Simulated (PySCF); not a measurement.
Cd⁺ (cadmium, charge +1): UHF calculation

Configuration: [Kr] 4d9 5s2, 2D determinant (an excited configuration). Calculation: PySCF 2.14, in aug-cc-pwCVDZ-PP with ECP28MDF (6s6p5d3f, 70 functions); scalar relativity through the core potential.

```
Total energy                                                  : -166.240806 hartree
One-electron energy                                           : -287.6935 hartree
Hartree (Coulomb) energy                                      : 135.5713 hartree
Exchange energy                                               : -14.1186 hartree
⟨S²⟩                                                          : 0.7521
⟨L²⟩                                                          : 6.024
Sum of ⟨r⟩                                                    : 23.96 bohr
Sum of ⟨r²⟩                                                   : 39.82 bohr²
Traceless quadrupole moment −½Σ⟨3z² − r²⟩ along its main axis : -0.335 e·bohr²
```

```
shell  electrons  mean orbital energy (hartree)  spread (hartree)  rms radius, mean of both spins (bohr)
 4s α          1                       -5.38577                 0                                  0.942
 4s β          1                       -5.29613                 0                                  0.942
 4p α          3                       -3.70834           0.07563                                   1.03
 4p β          3                       -3.60080           0.05348                                   1.03
 4d α          5                       -1.23635           0.08662                                   1.32
 4d β          4                       -1.18923           0.06673                                   1.32
 5s α          1                       -0.62617                 0                                   2.83
 5s β          1                       -0.61397                 0                                   2.83
```

Energies and moments cover only the electrons outside the core potential.
